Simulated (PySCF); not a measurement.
**Frontier orbitals and the lowest excitations**

Bromine monofluoride, BrF.
Cartesian coordinates in Å at the PBE0-D3(BJ)/def2-TZVP level; atoms count from 1:
```xyz
2
BrF angstrom
F     -0.7944   -0.3533    0.0865
Br     0.8119    0.3245   -0.0987
```

Theory: TDDFT CAM-B3LYP/aug-cc-pVTZ, vertical, gas phase, core orbitals frozen in the response in PySCF 2.14.0, density-fitted response routines. Isolated species at its PBE0-D3(BJ)/def2-TZVP geometry, gas phase. Relativistic effects, spin–orbit coupling among them, are left out although an element past zinc is present.

Frontier orbitals with the atoms that hold most of them (Löwdin shares over 4%, at most four atoms):

```
orbital  ε (eV)            atoms
 HOMO-3  -14.85  F1 83%, Br2 17%
 HOMO-2  -14.85  F1 83%, Br2 17%
 HOMO-1  -10.33  Br2 83%, F1 17%
   HOMO  -10.33  Br2 83%, F1 17%
   LUMO   -2.29  Br2 74%, F1 26%
 LUMO+1    1.00   Br2 95%, F1 5%
 LUMO+2    1.78          Br2 96%
```

Within 0.005 eV of a neighbour in this list lie HOMO-3/HOMO-2 and HOMO-1/HOMO (point group found: C∞v).

Task: The HOMO–LUMO gap is 8.04 eV. Where does the response calculation put the lowest singlet, and from which orbitals?

Result: S1 is at 3.43 eV (f = 0.0000), 4.61 eV below the gap, made of HOMO-1/HOMO→LUMO (98%). S1/S2 lie within about 0.01 eV of each other. 

Next come S2 at 3.43 eV (f 0.0000), HOMO-1/HOMO→LUMO (98%); S3 at 7.68 eV (f 0.0013), HOMO-3/HOMO-2→LUMO (≥95%); S4 at 7.68 eV (f 0.0013), HOMO-3/HOMO-2→LUMO (≥95%); S5 at 8.10 eV (f 0.101), HOMO-1/HOMO→LUMO+1 (≥94%).

Orbitals of the list HOMO-3 to LUMO+2 that lie within 0.01 eV of each other are written together with a slash and their weights summed (≥ marks a lower bound); for degenerate orbitals outside that list single weights are arbitrary.

Hardware: one thread of an Arm Neoverse N1, shared host with 64 logical CPUs at a one-minute load of 57. Cost: 5.8 s, 0.41 GiB resident at most.
